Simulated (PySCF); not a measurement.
C6H13O3, SMILES C(OC)COCCO[CH2], doublet at its GFN2-xTB optimised geometry (Å):

```
22

C     -1.5638     3.6191     0.0000
O     -2.2232     2.5969     0.6145
C     -1.5296     1.3813     0.7050
C     -1.4575     0.6755    -0.6660
O     -0.6026    -0.4361    -0.6779
C     -1.1328    -1.5972    -0.0761
C     -0.0875    -2.7037    -0.1574
O      0.7780    -2.5950     0.9463
C      1.8499    -3.4994     0.8939
H     -2.1153     4.5380     0.0000
H     -0.4872     3.6191     0.0000
H     -0.5049     1.5356     1.0695
H     -2.0827     0.7753     1.4268
H     -2.4718     0.3981    -0.9883
H     -1.0389     1.3816    -1.3898
H     -2.0488    -1.9032    -0.6041
H     -1.3700    -1.4257     0.9806
H      0.4709    -2.5949    -1.0980
H     -0.5819    -3.6884    -0.1523
H      2.4718    -3.3301     0.0062
H      2.4430    -3.3313     1.7902
H      1.4943    -4.5380     0.8802
```

Level of theory: unrestricted B3LYP/def2-SVP (PySCF 2.14.0). Cells within 0.4 Å of a nucleus heavier than hydrogen are left out (blank, or x).

Map of the deformation density (molecule minus spherical neutral atoms) (e/bohr³) on the plane z = 0.0 Å:

```
|1111111111111111111111111111111|
|1111111111111111111111111111111|
|1111111111111111111111111111111|
|1111111111111111111111111111111|
|1111111111011111111111111111111|
|1111111111241111111111111111111|
|1111111111492111111111111111111|
|11111111101xx860111111111111111|
|111111111003x531111111111111111|
|1111111111220011111111111111111|
|1111111112200011111111111111111|
|1111111111000001111111111111111|
|1111111111024101111111111111111|
|1111111111047101111111111111111|
|1111111111111001111111111111111|
|1111111111000022111111111111111|
|1111111111100122111111111111111|
|1111111111100210111111111111111|
|111111111112xx00011111111111111|
|111111111113xx40011111111111111|
|1111111111110372000111111111111|
|111111111111014x100111111111111|
|1111111111111283000372111111111|
|1111111111111252000241111111111|
|1111111111111111111111111111111|
|1111111111111111111111111111111|
|1111111111111111111111111111111|
|1111111111111111111111111111111|
|1111111111111111111111111111111|
|1111111111111111111111111111111|
|1111111111111111111111111111111|
```
Scale: ten equal steps from -0.021 (start of '0') to 0.106 (end of '9'), in the order '0123456789'; x runs from -7.00 to 7.00, y from -7.00 (bottom) to 7.00 (top).
